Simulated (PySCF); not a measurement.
**LaSi at LDA**

Computed with LDA; La def2-TZVPP with ECP46, Si def2-TZVPP; scalar-relativistic core potentials (PySCF 2.14).

| Property | Result |
| --- | --- |
| state | quartet, about 0.0 electrons in the 4f shell (Mulliken) |
| bond length | 2.601 Å |
| harmonic wavenumber | 346 cm⁻¹ |
| force constant | 1.64 mdyn/Å |
| rotational constant Be | 0.1070 cm⁻¹ |
| anharmonicity ωexe | 0.899 cm⁻¹ |
| vibration–rotation constant αe | 0.000373 cm⁻¹ |
| well depth De to La (5d1 6s2) + Si | 3.42 eV |
| dissociation energy D0 | 3.40 eV |
| bond order (Mayer) | 2.27 |
| dipole moment (positive dipole means La(−)Si(+)) | -4.22 D |

These are scalar-relativistic numbers at best; spin–orbit coupling would shift them, the dissociation energy most. The state is the lowest single determinant that the PBE0 search found; with open d or f shells the true ground state can be another one.
